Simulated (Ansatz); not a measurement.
# Ligand exchange: NaNH2 + C2H6OSn → NaOH + C2H7NSn

Species: NaNH2 `[NH2][Na]`, singlet; C2H6OSn `C[CH2][Sn][OH]`, singlet; NaOH `[OH][Na]`, singlet; C2H7NSn `C[CH2][Sn][NH2]`, singlet. The partners trade NH2 for OH: Na–NH2 and Sn–OH bonds give way to Na–OH and Sn–NH2.

Shapes, held fixed at every level: PBE0-D4/def2-TZVP. Flexible molecules stand in one conformer, not always the lowest. Programs: Ansatz 0.2.0. The zero-point and thermal change to 298 K, harmonic and unscaled (PBE0-D4/def2-TZVP), is +4.0 kJ/mol.

```tsv
level	kind	ΔH(298 K) (kJ/mol)	less CCSD(T)/def2-TZVPP
HF/def2-TZVPP	Hartree–Fock	-51.3	-4.5
BHLYP-D4/def2-TZVPP	global hybrid	-48.7	-1.9
PBE0-D4/def2-TZVPP	global hybrid	-44.3	+2.5
wB97M-V/def2-TZVPP	range-separated hybrid	-42.8	+4.0
B2PLYP/def2-TZVPP	double hybrid	-44.2	+2.6
MP2/def2-SVP	perturbation theory	-55.1	-8.3
MP2/def2-TZVPP	perturbation theory	-50.4	-3.6
CCSD(T)/def2-TZVPP	coupled cluster or CI	-46.8	0.0
```

The highest level, CCSD(T)/def2-TZVPP, gives ΔH(298 K) = -46.8 kJ/mol; the levels span -55.1 to -42.8. The column of differences is taken from that level and isn't an error. No measured value is set beside it here. For atoms past krypton def2 sets carry core potentials with scalar relativity. Correlated rows may include outer-core shells of Na, Sn, which these sets cover unevenly.
